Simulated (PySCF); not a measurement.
# Gas-phase XPS of TiCl4, computed

Compound: TiCl4 (singlet state).
Bonds: Ti1–Cl2, Ti1–Cl3, Ti1–Cl4, Ti1–Cl5.

Level of theory: PySCF 2.14.0, delta-SCF UKS SCAN, pcX-2 on the ionised atom (unc-x2c-TZVPall on a metal), pcseg-1 elsewhere, spin-free X2C. These are vertical core ionisation energies against the vacuum level, from separate self-consistent calculations with and without the core hole.

Question: What binding energy does each computed site have?

Answer: 
| atom(s) | environment | level | binding energy (eV) | 2p1/2 (eV) | count |
| --- | --- | --- | --- | --- | --- |
| Cl2/Cl3/Cl4/Cl5 | chlorine bonded to Ti | Cl 1s | 2828.78 | – | 4 |
| Ti1 | titanium bonded to 4 Cl | Ti 2p3/2 | 464.54 | 470.26 | 1 |
| Cl2/Cl3/Cl4/Cl5 | chlorine bonded to Ti | Cl 2p3/2 | 206.16 | 207.82 | 4 |

Question: Which photon wavelength matches the Cl 2p3/2 of Cl2/Cl3/Cl4/Cl5 threshold?

Answer: λ = hc/E = 12398.42 eV Å / 206.16 eV = 60.140 Å.

Question: Give the binding energy of Cl 2p3/2 of Cl2/Cl3/Cl4/Cl5 in hartree and in kJ/mol.

Answer: 206.16 eV = 7.5762 Eh = 19891 kJ/mol.

The first atom of each set that the bonding makes equivalent was ionised and stands for the set. The 2p values add to the ΔSCF energy of one spin-free hole a correction within the shell (spin–orbit coupling, ligand field). 2p1/2 minus 2p3/2 (ligand field included): Ti 5.72 eV, Cl 1.65 eV. Satellites of the metal's 2p lines aren't described. Geometry: PBE0-D3(BJ)/def2-SVP; no solvent, vibrations or thermal averaging. Metal 2p energies of this one-determinant scheme are less reliable than its 1s energies.

Cost: about 18 s of CPU time on one thread; the machine was shared, so the figure is rough.
